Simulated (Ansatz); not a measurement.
Ta4⁺. The state is a doublet with charge 1. Geometry PBE-D4/def2-SVP, that of the neutral singlet; atoms count from 1.

Cartesian coordinates in Å:
```
Ta 1.385 -0.498 0.552
Ta -0.918 0.433 1.200
Ta -0.694 -1.163 -0.797
Ta 0.228 1.227 -0.955
```

In the def2 sets Ta takes a core potential; there is no spin–orbit coupling. The charge 1 doublet is spin-contaminated (final ⟨S²⟩ up to 0.85, 0.75 for a pure state). The structure comes from a short search, and lower isomers may exist.

(1) Estimate the Mulliken populations from the PBE0/def2-TZVP orbitals of Ansatz.

(2) Where does the spin sit?

(3) And the Mayer bond orders between bonded heavy atoms (over 0.3)?

Results:

(1) 
| atom | charge (e) | spin (α − β) | d electrons |
| --- | --- | --- | --- |
| Ta1 | 0.27 | -0.21 | 3.58 |
| Ta2 | 0.23 | 0.71 | 3.58 |
| Ta3 | 0.27 | -0.21 | 3.58 |
| Ta4 | 0.23 | 0.71 | 3.58 |
Mulliken values and Mayer orders depend strongly on the basis.

(2) Summed by element: Ta 1.00, of 1 unpaired in all. Largest on single atoms: Ta4 0.71, Ta2 0.71, Ta1 -0.21.

(3) Ta1–Ta2 1.83 (2.57 Å); Ta1–Ta3 1.83 (2.57 Å); Ta1–Ta4 1.83 (2.57 Å); Ta2–Ta3 1.83 (2.57 Å); Ta2–Ta4 1.65 (2.57 Å); Ta3–Ta4 1.83 (2.57 Å).
